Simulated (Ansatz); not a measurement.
CH9NOSi2 can be A, `C[SiH](N)[SiH2]O`, or B, `C[SiH2][SiH](N)O`.

Computed with Ansatz on PBE0-D4/def2-TZVP structures; ΔE is electronic, products minus reactants. CCSD(T)/CBS is the MP2 limit (def2-TZVPP, def2-QZVPP) plus CCSD(T) − MP2 in def2-TZVPP, frozen cores. DFT in def2-TZVPP. B3LYP here is the variant with VWN-RPA as its local correlation; programs differ in this. One conformer a species, not always the lowest.

(1) Which is lower in electronic energy at CCSD(T)/CBS, and by how much? (An estimate is asked.)

(2) Give E(B) − E(A) in kJ/mol with CCSD(T)/def2-TZVPP, B2PLYP, CCSD/def2-TZVPP, HF/def2-TZVPP, r2SCAN-D4, ωB97M-V, B3LYP. (Best estimate.)

Largest T1 diagnostic: 0.011.

Answers

(1) The calculation gave: B, by 22.9 kJ/mol.

(2) Computed: CCSD(T)/def2-TZVPP -22.3, B2PLYP -23.6, CCSD/def2-TZVPP -23.4, HF/def2-TZVPP -27.7, r2SCAN-D4 -21.2, ωB97M-V -22.0, B3LYP -24.4. None reverses the order clearly.

In def2-TZVPP, CCSD(T) changes the Hartree–Fock value by +5.4 kJ/mol (the triples alone add +1.0 kJ/mol) and MP2 by +5.5 kJ/mol.
